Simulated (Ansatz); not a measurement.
Consider the isomerisation: `C=C=C(S)O[SiH3]` → `C=C=C(O)[SiH2]S`.

Program: Ansatz. Geometries: PBE0-D4/def2-TZVP. ΔE: electronic, gas phase. CCSD(T)/CBS is the MP2 limit (def2-TZVPP, def2-QZVPP) plus CCSD(T) − MP2 in def2-TZVPP, frozen cores. Functionals use def2-TZVPP. B3LYP here is the variant with VWN-RPA as its local correlation; programs differ in this. Each species was taken in one conformer, which may not be the lowest.

Is it downhill or uphill in electronic energy at CCSD(T)/CBS, and by how much? (An estimate is asked.)

Computed: Downhill: ΔE = -25.9 kJ/mol.

What do these levels give: PBE-D4, r2SCAN-D4, B3LYP-D4, ωB97M-V, B2PLYP, PBE0, CCSD/def2-TZVPP, CCSD(T)/def2-TZVPP, MP2/def2-QZVPP, SCS-MP2/def2-QZVPP, HF/CBS(def2), MP2/CBS(def2)? (Estimate.)

The calculation gave: PBE-D4 -34.4, r2SCAN-D4 -28.7, B3LYP-D4 -21.3, ωB97M-V -27.1, B2PLYP -22.2, PBE0 -34.9, CCSD/def2-TZVPP -23.1, CCSD(T)/def2-TZVPP -23.3, MP2/def2-QZVPP -23.4, SCS-MP2/def2-QZVPP -19.0, HF/CBS(def2) -15.8, MP2/CBS(def2) -25.0 kJ/mol.

Largest T1 diagnostic among the species: 0.013.

In def2-TZVPP, CCSD(T) changes the Hartree–Fock value by −5.9 kJ/mol (the triples alone add −0.2 kJ/mol) and MP2 by −5.0 kJ/mol.
